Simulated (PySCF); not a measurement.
**Correlation energy of B⁺ (boron, charge +1)**

[He] 2s1 3d1, high-spin 3D determinant (an excited configuration). Computed with PySCF 2.14 in dyall-acv3z (15s9p4d2f, 76 functions), with the non-relativistic Hamiltonian (point nucleus). Frozen: nothing; 4 electrons correlated; the 5 highest virtual orbitals of each spin left out.

MP2 pair energies summed by pair of shells (mhartree):

```csv
pair,energy,share (%)
1s-1s,-38.25,82.9
1s-2s,-4.25,9.2
2s-3d,-3.53,7.7
1s-3d,-0.10,0.2
```

Total MP2 correlation energy: -46.13 mhartree.

Same-spin part -4.65 and opposite-spin part -41.48 mhartree; SCS-MP2 scales them by 1/3 and 6/5 to -51.33 mhartree.
